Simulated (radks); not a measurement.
Cr VI, 19 electrons, occupied as [Ar] 4s1 (not the ground configuration).

Calculated with a radial shooting solver on a logarithmic mesh with Libxc functionals: Dirac Kohn-Sham, PBE, spin-unpolarised, spherical densities, finite nucleus; Fermi nuclear charge, rms radius 3.6452 fm.

Energy parts (eV):
part                      energy
total                 -28388.115
kinetic                28731.035
electron-nucleus      -65975.890
Hartree                10098.894
exchange-correlation   -1242.155

Orbitals (lengths in bohr, moments of r in powers of bohr; r(max) is where P^2 peaks):
orbital  occ.  eigenvalue (eV)     <r^2>      <r>   r(max)
1s1/2       2        -5977.244  0.005434  0.06356  0.04161
2s1/2       2        -768.8236    0.1013   0.2927   0.2436
2p1/2       2        -667.8535   0.08189   0.2578   0.1963
2p3/2       4        -659.2241   0.08356   0.2607   0.1987
3s1/2       2        -164.2049    0.8246   0.8490   0.7560
3p1/2       2        -135.0869    0.8849   0.8729   0.7613
3p3/2       4        -133.8505    0.8976   0.8793   0.7670
4s1/2       1         -57.0721     4.556    2.015    1.887

The highest occupied level is 4s1/2 at -57.072 eV. Summed over all electrons, <r^2> = 12.28 bohr^2, which gives a Langevin (diamagnetic) susceptibility term of -9.72 x 10^-6 cm^3/mol. The density falls to 0.001 e/bohr^3 at r = 3.16 bohr.
